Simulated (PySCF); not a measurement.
Gas-phase equilibrium of 1 mol NaCl, 2.9 mol H2O at 1400 K and 1.00 bar, among 21 species (ClO, O2, HCl, O, HO2, H2O, H, HOCl, Na, H2O2, O3, Na2, H2, Na2(OH)2, NaCl, NaOH, Cl, Cl2, Na2O, Na2Cl2, OH). Only gases are allowed; each row takes one source of thermochemistry for all species, and Cantera finds the minimum.

Method: PySCF energies plus ideal-gas RRHO corrections (1 bar). Table values come from the NASA 1993 polynomials. After a fit of one offset per element over all species, the range-separated, M06-2X, PBE0/def2-QZVP and CCSD(T)/def2-TZVPP enthalpies, where run, lie to one side of the table for NaOH (+16 kJ/mol): a fault of the table's entry, another state or a shared error of the levels is possible; this was not checked at source. S°(298 K) at PBE0/def2-TZVP differs from the NASA 1993 table for Na2(OH)2 (+8 J/mol/K), NaOH (+8 J/mol/K); whether the harmonic model or the table's entry is off was not settled. † marks an energy on the PBE0/def2-TZVP geometry and frequencies; other levels use their own. Open shells (unrestricted) among the columns below: O2 (multiplicity 3); the rest are closed-shell singlets. The harmonic model lacks anharmonicity and excited electronic states, which grow with temperature; levels with a mode under 35 cm⁻¹ are left out. Soft modes under 120 cm⁻¹ make the harmonic entropy rough for Na2Cl2. The table's entry may be an old estimate for Na2(OH)2, NaOH, Na2Cl2 (not checked at source).

Molecules larger than those listed are left out. Table species left out: NaH, NaO.

With table thermochemistry: H2O 0.81, Na2Cl2 0.085, NaCl 0.11, HCl 0.0012, NaOH 0.0012, H2 6.5e-5, O2 3.2e-5, Na2(OH)2 7.2e-7.

Problem. How far does the composition move with the other sources (PBE0/def2-SVP†, PBE0/def2-TZVP, r2SCAN/def2-TZVP†, LDA/def2-TZVP†, ωB97M-V/def2-TZVP†)?

Solution. 
| thermochemistry | x H2O | x Na2Cl2 | x NaCl | x HCl | x NaOH | x H2 | x O2 | x Na2(OH)2 |
|---|---|---|---|---|---|---|---|---|
| table | 0.81 | 0.085 | 0.11 | 0.0012 | 0.0012 | 6.5e-5 | 3.2e-5 | 7.2e-7 |
| PBE0/def2-SVP† | 0.84 | 0.13 | 0.037 | 0.00068 | 0.00037 | 0.00051 | 0.00027 | 0.00011 |
| PBE0/def2-TZVP | 0.81 | 0.088 | 0.10 | 0.0011 | 0.00099 | 0.00023 | 0.00014 | 2.8e-5 |
| r2SCAN/def2-TZVP† | 0.81 | 0.096 | 0.088 | 0.0013 | 0.0012 | 0.00050 | 0.00025 | 4.5e-5 |
| LDA/def2-TZVP† | 0.82 | 0.11 | 0.068 | 0.0018 | 0.0014 | 7.1e-5 | 4.2e-5 | 0.00020 |
| ωB97M-V/def2-TZVP† | 0.81 | 0.096 | 0.089 | 0.0012 | 0.0011 | 0.00018 | 8.8e-5 | 4.9e-5 |
The most sensitive of these is Na2(OH)2: it spans a factor of 10^2.4 over these rows; at this temperature one factor of ten is RT ln 10 = 27 kJ/mol.
